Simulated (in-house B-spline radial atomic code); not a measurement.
Response of Ge III (Ge2+) as one setting changes: the radius of a hard wall (bohr). Method: LDA VWN5. A dash marks a strongly mixed or unbound state. A box has no continuum, so excitations may lie above minus the highest level. Computed with an all-electron radial atomic-structure program (B-spline basis): linear response of the closed shell [Ar] 3d10 4s2 with the functional's adiabatic kernel; scalar-relativistic (spin-free one-electron X2C), finite nucleus, no spin-orbit coupling, no double excitations, S, P, D and F terms only; shells from n = 2 respond. Only terms of natural parity with L up to 3 were computed.

```
radius of a hard wall (bohr)  lowest 1P (eV)  lowest 3P, Tamm-Dancoff (eV)  minus highest occupied level (eV)  α (bohr³)
                         2.5  4s → 4p 19.842                4s → 4p 14.400                             11.958      3.081
                           3  4s → 4p 16.418                4s → 4p 11.654                             22.624      4.671
                         3.5               ?                             ?                                  ?          ?
                           4  4s → 4p 13.248                 4s → 4p 9.308                             28.469      7.596
                         4.5  4s → 4p 12.574                 4s → 4p 8.868                             29.170      8.586
                         5.5  4s → 4p 11.999                 4s → 4p 8.538                             29.562      9.562
                         6.5  4s → 4p 11.849                 4s → 4p 8.469                             29.616      9.811
                           8               ?                             ?                                  ?          ?
                          10  4s → 4p 11.810                 4s → 4p 8.456                             29.623      9.864
                          15  4s → 4p 11.810                 4s → 4p 8.456                             29.623      9.864
```

Problem. What belongs in the row for 3.5?

Solution. lowest 1P (eV): 4s → 4p 14.419; lowest 3P, Tamm-Dancoff (eV): 4s → 4p 10.138; minus highest occupied level (eV): 26.771; α (bohr³): 6.248.

Problem. What belongs in the row for 8?

Solution. lowest 1P (eV): 4s → 4p 11.813; lowest 3P, Tamm-Dancoff (eV): 4s → 4p 8.456; minus highest occupied level (eV): 29.623; α (bohr³): 9.861.
